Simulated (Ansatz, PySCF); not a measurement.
Here is a job for PySCF.
```python
from pyscf import gto, scf, dft

mol = gto.Mole()
mol.atom = '''
    Si   -0.00000000   -0.00000000   -1.11967259
    S     0.00000000    0.00000000    0.97971351
'''
mol.basis = 'sto-3g'
mol.spin = 2
mol.verbose = 4
mol.build()

mf = dft.UKS(mol)
mf.xc = 'r2scan'
mf.grids.atom_grid = (99, 590)
mf.grids.prune = None
mf.kernel()
```

**Question.** Convert this to an input for Ansatz (a program for electronic structure).

**Answer.** One answer among several that fit: 
Ansatz 0.2 input:
```yaml
crystal:
  periodic: [false, false, false]
  atoms:
    - {symbol: Si, position_ang: [-0.00000000, -0.00000000, -1.11967259]}
    - {symbol: S, position_ang: [0.00000000, 0.00000000, 0.97971351]}
basis:
  gaussian:
    orbitals: STO-3G
hamiltonian:
  xc: r2scan
magnetization: {spin_polarized: true, initial_magnetization: 2}
accuracy: high
```

Both were run: PySCF gave -679.727543 Eh and Ansatz -679.727476 Eh, 0.067 mEh apart.
